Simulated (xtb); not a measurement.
YCl₂, SMILES [Cl][Y+][Cl], charge +1. All values are semi-empirical tight-binding results from xtb (GFN2-xTB unless named), good for trends rather than for accurate numbers. Coordinates come from a GFN2-xTB optimisation. The multiplicity is an assumed one; other spin states were not compared. The isomer is the one that the SMILES or the coordinates give; other isomers of the formula were not compared.

Optimised geometry:

```xyz
3

Y      0.0000     0.0000     0.8058
Cl     0.0000    -1.7542    -0.9243
Cl     0.0000     1.7542    -0.9243
```
Charge +1, spin multiplicity 1.

For metal compounds this method's bond lengths and energies can be far off.

| Quantity | Value |
|---|---|
| point group as xtb finds it | C2v |
| orbital gap | 1.10 eV |
| zero-point energy | 0.8 kcal/mol |
| G − E(el) at 298.15 K (modified RRHO) | -17.8 kcal/mol |

Computed atomic charges and the Wiberg bond orders between heavy atoms:
charges (e) Y1 0.69, Cl2 0.15, Cl3 0.15. Bond orders Y1–Cl2 1.08, Y1–Cl3 1.08, Cl2–Cl3 0.50.
